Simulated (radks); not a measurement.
Values are calculated unless marked as measured or tabulated.
Q: Ionisation of the thulium ion Tm+, [Xe] 4f13 6s1, to Tm2+, [Xe] 4f13, under several functionals. Scalar-relativistic Kohn-Sham, spin-polarised, spherical densities, point nucleus; open shells are filled with parallel spins first (spin-orbit coupling, left out, can overturn this in heavy ions); a radial shooting solver on a logarithmic mesh with Libxc functionals. Known Delta-SCF values: revPBE 12.184 eV; SOGGA 12.151 eV; RPBE 12.206 eV. What does OLYP give, and what is its highest occupied eigenvalue?

A: 12.034 eV by Delta-SCF; the 6s eigenvalue is -9.193 eV. NIST: 12.07 eV (semi-empirical).
